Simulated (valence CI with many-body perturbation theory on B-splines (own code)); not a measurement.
## Which ion has this spectrum?

A relativistic CI+MBPT calculation for an atom or ion with 32 electrons gives these levels (cm⁻¹):

| J | Parity | E | g |
| --- | --- | --- | --- |
| 0 | even | 0 |  |
| 1 | even | 267571 | 1.50 |
| 2 | even | 293478 | 1.20 |
| 2 | even | 580608 | 1.30 |
| 0 | even | 638756 |  |
| 2 | odd | 807001 | 1.65 |
| 1 | odd | 897046 | 0.98 |
| 2 | odd | 1053832 | 1.51 |
| 3 | odd | 1104476 | 1.33 |
| 2 | odd | 1147256 | 0.92 |
| 0 | odd | 1158106 |  |
| 1 | odd | 1182292 | 1.27 |
| 1 | odd | 1222880 | 1.41 |
| 2 | odd | 1230478 | 0.93 |

The energies are calculated, and their last digits are not significant.

(1) Which is it?
A. Sm30+
B. Pm29+
C. Gd32+
D. Eu31+

Results:

(1) A. Sm30+, ground level (4s^2 4p1/2^2) J=0.
